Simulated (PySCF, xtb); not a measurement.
FH7OSi3, SMILES O[SiH2][Si@H](F)[SiH3]. One conformer was computed; it need not be the lowest.

Harmonic wavenumbers (cm⁻¹) from xtb 6.7.1 with GFN2-xTB at its own minimum, in rising order: 29, 35, 75, 150, 155, 196, 319, 388, 410, 436, 455, 521, 603, 610, 675, 714, 745, 789, 805, 818, 825, 853, 869, 2140, 2156, 2192, 2213, 2219, 2234, 3666.

### Question
What does PBE-D3(BJ)/def2-SVP run with PySCF 2.14.0 give at its own minimum? (The exact figures need the calculation; the answer reports its results.)

### Answer
30, 78, 123, 130, 153, 219, 229, 370, 405, 472, 486, 506, 678, 696, 745, 780, 806, 824, 852, 892, 896, 904, 937, 2113, 2129, 2137, 2151, 2163, 2183, 3752. Paired by order, the mean absolute difference is 47 cm⁻¹ and the zero-point energies are 40.5 and 41.2 kcal/mol.
